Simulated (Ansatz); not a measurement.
Isolated molecules relaxed with PBE0-D4/def2-TZVP in Ansatz; ΔE leaves out vibrations. CBS: MP2 limit from def2 TZ/QZ plus the TZ coupled-cluster correction, frozen cores. This one scheme is used for every species. Functionals use def2-TZVPP. Each species was taken in one conformer, which may not be the lowest.

Consider the cleavage of the Si–Al bond: `O[SiH2][AlH][SiH3]` + `CC(=N)O` → `CC(=N)O[SiH2]O` + `[AlH2][SiH3]`.

`O[SiH2][AlH][SiH3]`:

```xyz
11

O     0.171    0.807   -2.296
Si    1.131    1.313   -1.038
Al    0.362    0.401    1.123
Si   -1.241   -1.469    1.095
H    -0.108   -0.109   -2.290
H     1.084    2.799   -1.089
H     2.561    0.929   -1.272
H     0.872    0.974    2.518
H    -1.402   -2.038   -0.277
H    -0.836   -2.591    1.990
H    -2.594   -1.015    1.534
```

`CC(=N)O`:

Z-matrix (Å, degrees):
```
C
C 1 1.493
H 1 1.092 2 109.8
H 1 1.092 2 109.8 3 117.7
H 1 1.088 2 111.1 3 -121.1
N 2 1.263 1 129.2 3 121.0
O 2 1.346 1 111.4 3 -59.0
H 6 1.014 2 111.4 1 0.0
H 7 0.967 2 106.0 1 180.0
```

`CC(=N)O[SiH2]O`:

```xyz
13

C     2.078    0.091   -0.121
C     0.592    0.225   -0.120
N    -0.105    1.220   -0.486
O    -0.024   -0.872    0.337
Si   -1.706   -0.951    0.219
O    -2.447    0.281    0.987
H     2.561    1.000   -0.475
H     2.370   -0.748   -0.756
H     2.424   -0.135    0.890
H     0.473    1.981   -0.825
H    -2.058   -2.195    0.930
H    -2.028   -1.024   -1.225
H    -2.130    1.127    0.645
```

`[AlH2][SiH3]`:

```xyz
7

Al   -1.124    0.834   -0.154
Si    0.838   -0.625    0.091
H    -1.748    1.155   -1.580
H    -1.790    1.475    1.138
H     1.954    0.106    0.760
H     0.515   -1.801    0.951
H     1.355   -1.144   -1.206
```

```json
{"level": "ωB97X-V", "ΔE (kJ/mol)": "-120.9"}
{"level": "SCS-MP2/def2-TZVPP", "ΔE (kJ/mol)": "-132.7"}
```

Problem. What does CCSD(T)/CBS give? (An estimate is asked.)

Solution. Ansatz gave: -121.9 kJ/mol. The listed levels differ from it by 1.0, -10.8 kJ/mol.

Largest T1 diagnostic among the species: 0.013.

In def2-TZVPP, CCSD(T) changes the Hartree–Fock value by +13.4 kJ/mol (the triples alone add +1.0 kJ/mol) and MP2 by +4.4 kJ/mol. From PBE to PBE0 (25 % exact exchange), in def2-TZVPP and without D4, ΔE moves by −9.4 kJ/mol. The D4 term adds −5.5 kJ/mol with B3LYP and −2.7 kJ/mol with PBE0; it sums over pairs of atoms, weighted by their polarisabilities, and B3LYP, whose exchange is more repulsive, gets the larger term.

B3LYP here is the variant with VWN-RPA as its local correlation; programs differ in this.
